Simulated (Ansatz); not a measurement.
FGaH$_{2}$ (`[F][GaH2]`), relaxed with RKS PBE-D4/def2-SVP in Ansatz 0.2.0 from a rough embedded geometry. The force threshold is 0.03 eV/Å; the program also tests the step.

Total charge 0; spin multiplicity 1.

Start:

```xyz
4

F    -0.802   -0.433    1.216
Ga    0.018    0.433   -0.203
H    -0.794   -0.371   -1.376
H     1.579    0.371    0.364
```

```
step  energy (eV)  largest force (eV/Å)  largest move (Å)
   1  -55107.6365                 2.923             0.000
   2  -55108.2275                 1.657             0.199
   3  -55108.4978                 0.163             0.200
   4  -55108.5012                 0.032             0.023
   5  -55108.5013                 0.007             0.003
```

End:

```xyz
4

F    -0.888   -0.365    1.336
Ga    0.070    0.029   -0.105
H    -0.709   -0.181   -1.454
H     1.527    0.518    0.223
```

Hardware: 2 threads of a server CPU on a shared host. Wall time 7 s, peak host memory 0.38 GiB.
